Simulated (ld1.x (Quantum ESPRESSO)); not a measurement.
# Building the RRKJ potential for praseodymium (Pr) (PBEsol, scalar-relativistic).

The input file (ld1.x (Quantum ESPRESSO) 7.5):

```
&input
   title='Pr', zed=59., rel=1, dft='PBESOL', iswitch=3,
   config='[Xe] 4f3 5d0 6s1.5 6p0.5',
   nld=4, rlderiv=3.80, eminld=-5.0, emaxld=5.0, deld=0.02
 /
 &inputp
   pseudotype=2, tm=.false., rho0=0.005, lloc=1,
   nlcc=.true., new_core_ps=.true., rcore=0.80,
   file_pseudopw='Pr.UPF', file_wfcaegen='ae.wfc', file_wfcncgen='nc.wfc', file_beta='beta', file_chi='chi'
 /
4
5S  1  0   2.00   0.00  2.55  2.55  0.0
5D  3  2   0.00   0.00  3.50  3.50  0.0
4F  4  3   3.00   0.00  1.35  1.35  0.0
5P  2  1   6.00   0.00  1.70  1.70  0.0
 &test
   configts(1)='4f3 5s2 5p6 5d0 6s1.5 6p0.5'
 /
```

Command:

```bash
ld1.x < Pr.in > Pr.out
```

The program printed (shortened: banner, matrices, multipoles, cross overlaps and the repeated all-electron block are left out):

```
[... start of the log left out ...]
      Generating local pot.: lloc=1, matching radius rcloc =   1.7000

      Computing core charge for nlcc:

       r > 0.81 : true rho core
      Core charge pseudized with two Bessel functions
      Integrated core pseudo-charge :  28.73

      Wfc   5S  rcut= 2.579  Estimated cut-off energy=        8.45 Ry
      Using 4 Bessel functions for this wfc, rho(0) = 0.005
      This function has    0 nodes for 0 < r <    2.579

      Wfc   5D  rcut= 3.481  Estimated cut-off energy=       19.24 Ry
      This function has    0 nodes for 0 < r <    3.481

      Wfc   4F  rcut= 1.346  Estimated cut-off energy=      162.89 Ry
      This function has    0 nodes for 0 < r <    1.346

       Warning: n=3, l=1 expected 1 nodes, found 0
       Setting wfc to zero for this iteration
       (This warning will only be printed once per wavefunction)

     ------------------- End of pseudopotential generation -------------------

     Computing logarithmic derivative in   3.82375

       Warning: n=1, l=0 expected 0 nodes, found 1
       Setting wfc to zero for this iteration
       (This warning will only be printed once per wavefunction)

 %%%%%%%%%%%%%%%%%%%%%%%%%%%%%%%%%%%%%%%%%%%%%%%%%%%%%%%%%%%%%%%%%%%%%%%%%%%%%%
     Error in routine run_pseudo (1):
     Errors in PS-KS equation
 %%%%%%%%%%%%%%%%%%%%%%%%%%%%%%%%%%%%%%%%%%%%%%%%%%%%%%%%%%%%%%%%%%%%%%%%%%%%%%

     stopping ...
```

The run stopped because the pseudo-atom solver did not find the valence states with the expected number of nodes, which is the usual sign of a ghost state.

The run took about 1.1 s on one core of a shared server CPU.
